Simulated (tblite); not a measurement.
Species: C6H10FN.
Numbering: `[H]/[N:7]=[C:6]1\[CH2:5][CH2:4][C@:2]([CH3:1])([F:3])[CH2:8]1` (hydrogens: H9, H10, H11 on C1; H12, H13 on C4; H14, H15 on C5; H16 on N7; H17, H18 on C8)

Computed with GFN2-xTB (tblite), gas phase: Langevin dynamics at 200 K from the optimised GFN2-xTB geometry, time step 0.5 fs, friction 0.01 fs⁻¹, 2000 steps.

Start geometry:
```
atom  x, y, z in Å
C1     -2.153    0.622    0.185
C2     -0.723    0.456   -0.303
F3     -0.587    1.238   -1.454
C4     -0.344   -0.984   -0.672
C5      1.180   -1.011   -0.597
C6      1.531   -0.001    0.473
N7      2.597    0.141    1.117
C8      0.347    0.901    0.698
H9     -2.343    1.665    0.425
H10    -2.846    0.313   -0.594
H11    -2.319    0.016    1.071
H12    -0.777   -1.666    0.060
H13    -0.724   -1.242   -1.661
H14     1.584   -2.000   -0.380
H15     1.613   -0.663   -1.539
H16     3.335   -0.522    0.892
H17     0.625    1.943    0.543
H18    -0.006    0.800    1.724
```

The statistics below take the 31 frames saved every 25 fs from 250 to 1000 fs; their kinetic temperature (all 3N coordinates) averages 177 K.

**Question.** Give the mean, spread and extremes of the bond lengths.

**Answer.** 
```csv
bond,start (Å),mean (Å),standard deviation (Å),shortest (Å),longest (Å)
C1–C2,1.520,1.531,0.028,1.464,1.581
C2–F3,1.398,1.403,0.024,1.358,1.452
C2–C4,1.534,1.526,0.022,1.460,1.578
C4–C5,1.527,1.545,0.027,1.483,1.594
C5–C6,1.512,1.521,0.026,1.471,1.570
C6=N7,1.254,1.254,0.013,1.221,1.284
C6–C8,1.505,1.501,0.027,1.437,1.554
C2–C8,1.531,1.524,0.024,1.478,1.566
C1–H9,1.087,1.089,0.020,1.048,1.142
C1–H10,1.088,1.092,0.029,1.029,1.146
C1–H11,1.086,1.090,0.019,1.056,1.133
C4–H12,1.090,1.093,0.033,1.034,1.177
C4–H13,1.089,1.090,0.020,1.057,1.138
C5–H14,1.090,1.094,0.021,1.052,1.140
C5–H15,1.093,1.098,0.024,1.046,1.159
N7–H16,1.018,1.019,0.022,0.981,1.063
C8–H17,1.090,1.092,0.016,1.056,1.125
C8–H18,1.090,1.096,0.032,1.041,1.172
```

**Question.** Give the same statistics for bond angles, one of each kind among heavy atoms.

**Answer.** 
| angle | start (°) | mean (°) | standard deviation (°) | smallest (°) | largest (°) |
| --- | --- | --- | --- | --- | --- |
| C1–C2–F3 | 107.1 | 106.8 | 2.6 | 101.7 | 111.3 |
| C1–C2–C4 | 114.3 | 114.1 | 2.6 | 108.7 | 121.8 |
| C1–C2–C8 | 114.6 | 114.2 | 2.1 | 110.4 | 119.3 |
| F3–C2–C4 | 107.6 | 107.3 | 2.5 | 102.9 | 113.1 |
| F3–C2–C8 | 107.9 | 108.4 | 2.1 | 104.5 | 111.7 |
| C4–C2–C8 | 105.0 | 105.6 | 1.6 | 102.0 | 108.6 |
| C2–C4–C5 | 104.5 | 104.4 | 2.1 | 99.9 | 108.1 |
| C4–C5–C6 | 104.8 | 104.1 | 2.2 | 98.9 | 108.7 |
| C5–C6–N7 | 129.5 | 128.4 | 2.8 | 123.7 | 138.1 |
| C5–C6–C8 | 108.9 | 108.9 | 1.8 | 105.6 | 112.5 |
| N7–C6–C8 | 121.6 | 122.5 | 2.6 | 114.7 | 128.1 |
| C2–C8–C6 | 106.1 | 105.7 | 2.4 | 99.3 | 111.6 |

The run is classical and short, so these are rough statistics of one trajectory.

What follows is the cost of the whole dynamics run. Hardware: Arm Neoverse V1, one thread, shared host with 32 logical CPUs at a one-minute load of 13. Cost: 11 s, 0.19 GiB resident at most.
